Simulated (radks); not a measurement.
Results of a calculation; reference values are marked as such.
The tellurium ion Te8+, 44 electrons, occupied as [Kr] 4d8. Code: a radial shooting solver on a logarithmic mesh with Libxc functionals. Model: Dirac Kohn-Sham, PBE, spin-unpolarised, spherical densities, point nucleus; open shells are shared between the two j in proportion to 2j + 1.

Spin-orbit splittings of the eigenvalues, e(l+1/2) - e(l-1/2), with zeta = 2 splitting/(2l+1) and mean radii in bohr:

shell  occ.  splitting (eV)  zeta (eV)  <r> j=l-1/2  <r> j=l+1/2
2p        6           274.5      183.0       0.1008       0.1064
3p        6           51.27      34.18       0.3119       0.3233
3d       10           10.73      4.293       0.2942       0.2978
4p        6           10.24      6.825       0.7831       0.8085
4d        8           1.695     0.6780       0.8956       0.9042
5p        0           2.327      1.551        1.743        1.785
